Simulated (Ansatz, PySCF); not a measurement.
Spin states of COW (SMILES [O+]#[C-]->[W]), each relaxed with B3LYP-D3(BJ)/def2-TZVP.
State 1 (charge 0, multiplicity 5):
```xyz
3

W     -1.072    -0.857    -0.977
O      0.890     0.757     0.786
C      0.149     0.147     0.120
```
State 2 (charge 0, multiplicity 3):
```xyz
3

W     -1.064    -0.851    -0.971
O      0.884     0.752     0.782
C      0.147     0.146     0.119
```

Singlets are restricted, other states unrestricted; no spin–orbit coupling, no relativity up to Kr; see below for the cores. The largest T1 diagnostic is 0.052.

Codes used: Ansatz (a first-principles code) with Gaussian orbitals; PySCF for the dispersion terms. Each number belongs to the level named beside it. In def2 rows elements past Kr take small-core potentials, without spin–orbit coupling.

```
level                        energy of the multiplicity-3 state less that of the multiplicity-5 state (kcal/mol)
---------------------------  -----------------------------------------------------------------------------------
SVWN5/def2-TZVPP                                                                                             [?]
CAM-B3LYP/def2-TZVPP                                                                                        4.53
CAM-B3LYP-D3(BJ)/def2-TZVPP                                                                                 4.53
CAM-B3LYP-D4/def2-TZVPP                                                                                     4.53
wB97X-V/def2-TZVPP                                                                                           [?]
```

Problem. Some entries are withheld; supply them.

Solution. 
- SVWN5/def2-TZVPP, energy of the multiplicity-3 state less that of the multiplicity-5 state (kcal/mol): 6.99
- wB97X-V/def2-TZVPP, energy of the multiplicity-3 state less that of the multiplicity-5 state (kcal/mol): 3.02

Doubts at one or more of the structures used: a spin-contaminated determinant (SVWN5/def2-TZVPP, CAM-B3LYP/def2-TZVPP, CAM-B3LYP-D3(BJ)/def2-TZVPP, CAM-B3LYP-D4/def2-TZVPP, wB97X-V/def2-TZVPP).
